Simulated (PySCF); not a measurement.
**BiAs from Hartree–Fock to correlated methods**

State: ¹Σ⁺ (singlet), closed shell. Set-up: PySCF, scalar-relativistic core potentials, basis sets Bi cc-pVDZ-PP with ECP60, As cc-pVDZ-PP with ECP10. De refers to Bi + As in their high-spin ground configurations, without counterpoise correction. A positive dipole means Bi(−)As(+).

```tsv
Level	Re (Å)	ωe (cm⁻¹)	De (eV)	μ (D)
RHF	2.329	362	-0.70	-1.70
RHF-MP2	2.460	253	2.42	n/a
RHF-SCS-MP2	2.451	261	2.27	n/a
RHF-CCSD	2.404	305	1.80	n/a
RHF-CCSD(T)	2.430	283	2.17	n/a
LDA	2.379	314	4.21	-1.21
PBE	2.407	303	3.23	-1.38
r²SCAN	2.380	318	2.65	-1.52
B3LYP	2.393	312	2.97	-1.36
PBE0	2.368	327	2.63	-1.50
M06	2.397	314	3.73	-1.58
CAM-B3LYP	2.352	339	2.58	-1.40
```

The bond length runs from 2.329 Å (RHF) to 2.460 Å (RHF-MP2). De spans -0.70 eV (RHF, mean field) to 4.21 eV (LDA, local density). Correlation at CCSD(T) changes the Hartree–Fock bond energy by +2.87 eV; the triples alone change it by +0.37 eV.

Correlated steps freeze 8 core orbitals. Correlated levels converge slowly with the basis: in double zeta they bind strong bonds too weakly, by up to about 1 eV, and carry superposition errors of some tenths. Spin–orbit coupling is left out, which matters for elements this heavy, above all for dissociation energies. Where the molecule has an RHF reference, its open-shell atoms are computed with UHF. A negative De means that the minimum lies above the separated atoms at that level.
